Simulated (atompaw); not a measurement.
# What one change does to a pseudopotential (Pb (Z = 82), PAW (atompaw))

| Quantity | Value |
| --- | --- |
| Element | lead (Pb) |
| Generator | atompaw 4.2.0.5 |
| Type | PAW |
| Functional | PBE |
| Relativity | scalar-relativistic |
| Frozen core | [Kr] 4d10 4f14 |
| Valence charge | 22 |
| Reference configuration | 5s2 5p6 5d10 6s2 6p2 |
| Partial waves | 5s (bound): rc 1.30 bohr; 6s (bound): rc 1.30 bohr; 5p (bound): rc 1.80 bohr; 6p (bound): rc 2.30 bohr; 5d (bound): rc 2.30 bohr; 5d channel at -0.5 Ry: rc 2.30 bohr |
| Local potential | bessel scheme, radius 2.10 bohr |
| Core correction | smooth core density matched at 2.15 bohr |
| Augmentation charge | sinc compensation charge, radius 2.00 bohr; PAW radius 2.30 bohr; waves and projectors: custom polynom2 7 10 vanderbiltortho |

Change: augmentation sinc compensation charge, radius 2.00 bohr; PAW radius 2.30 bohr; waves and projectors: custom polynom gramschmidtortho.

Cutoffs: the cutoffs (Ry, on a coarse ladder) from which the occupation-weighted sum of valence levels, in a spherical-Bessel basis at the reference potential, stays within 10 and 1 mRy of its value at 400 Ry; they do not see the model core or the augmentation charge, which bear on the density cutoff.

Q: What does the change do?

A: The potential gets neither clearly harder nor softer (40 Ry and 180 Ry → 45 Ry and 70 Ry); the s channel sets the loose cutoff, while the largest relative change is in d, which becomes harder; neither file shows a bound ghost.

| quantity | base | changed |
| --- | --- | --- |
| cutoff, loose | 40 Ry | 45 Ry |
| cutoff, tight | 180 Ry | 70 Ry |
| loose cutoff by channel (10 mRy a level) | s 21 Ry, p 21 Ry, d 12 Ry | s 30 Ry, p 25 Ry, d 18 Ry |
| bound ghosts | none | none |
| s: phases at 2.31 bohr within 0.05 rad from the reference energy up to (Ry; the scan ends near 5) | to the end of the scan | to the end of the scan |
| p: phases at 2.31 bohr within 0.05 rad from the reference energy up to (Ry; the scan ends near 5) | to the end of the scan | to the end of the scan |
| d: phases at 2.31 bohr within 0.05 rad from the reference energy up to (Ry; the scan ends near 5) | 1.7 | 2.1 |
| lowest overlap eigenvalue by channel | s 0.73, p 0.67, d 0.93 | s 0.45, p 0.65, d 0.94 |

 The cutoffs see the waves, projectors and local potential, not the compensation charge or the core.
